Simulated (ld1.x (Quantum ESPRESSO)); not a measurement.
# oxygen (O): one change to a PAW potential, before and after

- Element: oxygen
- Generator: ld1.x (Quantum ESPRESSO) 7.5
- Type: PAW
- Functional: PBEsol
- Relativity: scalar-relativistic
- Frozen core: [He]
- Valence charge: 6
- Reference configuration: 2s1 2p5
- Partial waves: 2s (bound): rcut 0.55, rcutus 0.70 bohr; 2s channel at 0.75 Ry: rcut 0.55, rcutus 0.70 bohr; 2p (bound): rcut 1.25, rcutus 1.45 bohr; 2p channel at -0.35 Ry: rcut 1.25, rcutus 1.45 bohr
- Local potential: all-electron potential smoothed inside 0.95 bohr (lloc = -1)
- Core correction: Bessel-smoothed model core, default radius (core density twice the valence density)
- Augmentation charge: BESSEL, radius 0.60 bohr

Change: all radii but the core radius scaled by about 0.95 (s 0.66, p 1.38 bohr, rcut 0.52/1.20); local potential all-electron potential smoothed inside 0.90 bohr (lloc = -1); augmentation BESSEL, radius 0.58 bohr.

Cutoffs: the cutoffs (Ry, on a coarse ladder) from which the occupation-weighted sum of valence levels, in a spherical-Bessel basis at the reference potential, stays within 10 and 1 mRy of its value at 400 Ry; they do not see the model core or the augmentation charge, which bear on the density cutoff. Errors are all-electron minus pseudo energies relative to the spin-unpolarised reference configuration.

Problem. How do hardness, ghosts and transferability respond?

Solution. The potential gets harder (60 Ry and 90 Ry → 70 Ry and 100 Ry); of the 7 tests that both files solve, the error grows in 6 and shrinks in 0 by more than 15 % and 0.3 meV (median size 18.3 → 36.3 meV); neither file shows a bound ghost. A smaller radius makes the pseudo-wave follow the all-electron one further in, where it bends more sharply, so more plane waves are needed. That the errors move this way runs against the usual rule that smaller radii transfer better.

| quantity | base | changed |
| --- | --- | --- |
| cutoff, loose | 60 Ry | 70 Ry |
| cutoff, tight | 90 Ry | 100 Ry |
| loose cutoff by channel (10 mRy a level) | s 55 Ry, p 30 Ry | s 70 Ry, p 35 Ry |
| bound ghosts | none | none |
| error for 2s2 2p4, meV [ΔE -14.85 eV] | +18 | +36 |
| error for 2s2 2p3, meV [ΔE 1.50 eV] | +36 | +65 |
| error for 2s2 2p2, meV [ΔE 34.98 eV] | +70 | +118 |
| error for 2s0 2p6, meV [ΔE 14.89 eV] | -0.4 | +0.3 |
| error for 2s2 2p3.5, meV [ΔE -8.60 eV] | +25 | +48 |
| error for 2s2 2p4.3, meV [ΔE -16.96 eV] | +16 | +32 |
| error for 2s1 2p4, meV [ΔE 16.64 eV] | +1.2 | +3.4 |
| lowest overlap eigenvalue by channel | s 0.58, p 0.93 | s 0.63, p 0.93 |
